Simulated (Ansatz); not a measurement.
Start from `[CH3][GeH2][F]` and change one element to get `[CH3][GeH2][Cl]`.

Ansatz, PBE0-D4/def2-TZVP geometries, multiplicity 1. 

Scalar relativity is left out up to krypton.

```json
{"property": "size of the dipole moment (B3LYP/def2-TZVPP) / D", "`[CH3][GeH2][F]`": "2.46"}
{"property": "HOMO–LUMO gap (PBE0/def2-TZVPP) / eV", "`[CH3][GeH2][F]`": "9.48"}
{"property": "HOMO energy (PBE/def2-TZVPP) / eV", "`[CH3][GeH2][F]`": "-7.66"}
{"property": "zero-point energy (PBE0-D4/def2-TZVP) / kJ/mol", "`[CH3][GeH2][F]`": "143.2"}
{"property": "HOMO–LUMO gap (ωB97M-V/def2-TZVPP) / eV", "`[CH3][GeH2][F]`": "13.55"}
{"property": "ideal-gas entropy at 298 K and 1 bar (rigid rotor, harmonic PBE0-D4/def2-TZVP) / J/(mol·K)", "`[CH3][GeH2][F]`": "302"}
```

Problem. Give the same properties after the change, and the shifts. (An estimate is asked.)

Solution. Computed: 
```tsv
property	`[CH3][GeH2][Cl]`	shift
size of the dipole moment (B3LYP/def2-TZVPP) / D	2.43	-0.03
HOMO–LUMO gap (PBE0/def2-TZVPP) / eV	8.65	-0.83
HOMO energy (PBE/def2-TZVPP) / eV	-7.14	0.52
zero-point energy (PBE0-D4/def2-TZVP) / kJ/mol	141.2	-2.0
HOMO–LUMO gap (ωB97M-V/def2-TZVPP) / eV	12.78	-0.77
ideal-gas entropy at 298 K and 1 bar (rigid rotor, harmonic PBE0-D4/def2-TZVP) / J/(mol·K)	313	11
```

With PBE0 the HOMO rises by 0.58 eV and the LUMO falls by 0.25 eV, so the gap narrows by about 0.83 eV. PBE moves the HOMO by 0.52 eV and ωB97M-V by 0.59 eV. Dipoles are sizes alone; their direction can turn.

B3LYP here is the variant with VWN-RPA as its local correlation; programs differ in this.
